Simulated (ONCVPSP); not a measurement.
## Transferability test, ONCV potential for Cd (Z = 48)

```
Element                 : Cd
Generator               : ONCVPSP 4.0.1
Type                    : optimised norm-conserving Vanderbilt (ONCV)
Functional              : PW91
Relativity              : fully relativistic
Frozen core             : [Ar] 3d10
Valence charge          : 20
Reference configuration : 4s2 4p6 4d10 5s2
Partial waves           : 4s+5s: rc 1.25 bohr, ncon 4, nbas 8, qcut 8 1/bohr, 2 projectors; 4p: rc 1.60 bohr, ncon 4, nbas 7, qcut 9 1/bohr, 2 projectors, debl 0.8 Ha; 4d: rc 1.75 bohr, ncon 4, nbas 8, qcut 9.4 1/bohr, 2 projectors, debl 3.4 Ha; f scattering state at 0.2 Ha: rc 1.35 bohr, ncon 4, nbas 7, qcut 7.9 1/bohr, 3 projectors, debl 2.2 Ha
Local potential         : polynomial inside 1.05 bohr (lpopt 5, dvloc0 3 Ha)
Core correction         : Teter function, fcfact 2, rcfact 1.35
```

Open shells are filled in proportion to 2j + 1.

In the p channel the program set the typed energies aside and used -2.395, 0.250 Ha (j = l + 1/2; the other j can differ).

Energies are relative to the spin-unpolarised reference configuration 4s2 4p6 4d10 5s2; without spin polarisation the order of configurations can differ from experiment.

(1) Give the all-electron excitation energy and the error of the potential for: 4s2 4p6 4d10 5s1; 4s2 4p6 4d10 5s0; 4s2 4p6 4d9 5s0; 4s2 4p6 4d8 5s0.

Levels in the configuration 4s2 4p6 4d9 5s0:

```json
{"level": "4s j=1/2", "all-electron (eV)": "-141.449", "pseudo (eV)": "-141.459"}
{"level": "4p j=3/2", "all-electron (eV)": "-100.477", "pseudo (eV)": "-100.489"}
{"level": "4p j=1/2", "all-electron (eV)": "-106.398", "pseudo (eV)": "-106.410"}
{"level": "4d j=5/2", "all-electron (eV)": "-45.589", "pseudo (eV)": "-45.577"}
{"level": "4d j=3/2", "all-electron (eV)": "-46.364", "pseudo (eV)": "-46.351"}
```

Note: no bound ghost flagged; GHOST(+) flagged for f7/2 at 108.4 eV, f5/2 at 111.6 eV, s at 314.7 eV.

Answers

(1)

```csv
valence configuration,charge,ΔE all-electron (eV),error AE − PS (meV)
4s2 4p6 4d10 5s1,+1,9.347,+0.3
4s2 4p6 4d10 5s0,+2,26.558,0.0
4s2 4p6 4d9 5s0,+3,64.651,+1.8
4s2 4p6 4d8 5s0,+4,118.794,+35
```
